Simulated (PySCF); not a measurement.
Al(H)2(NH2) (AlH4N), SMILES [AlH2][NH2]. Geometry optimised at B3LYP-D3(BJ)/def2-TZVP.

Computed equilibrium geometry at B3LYP-D3(BJ)/def2-TZVP (PySCF confirms it by a frequency run) as bond lengths and angles, and its point group:
point group C2v.
Atoms: Al1 H2 H3 N4 H5 H6. Bond lengths (Å): Al1–H2 1.577, Al1–H3 1.577, Al1–N4 1.770, N4–H5 1.008, N4–H6 1.008. Bond angles (°): H2–Al1–H3 124.3, H2–Al1–N4 117.9, H3–Al1–N4 117.9, Al1–N4–H5 124.9, Al1–N4–H6 124.9, H5–N4–H6 110.2.
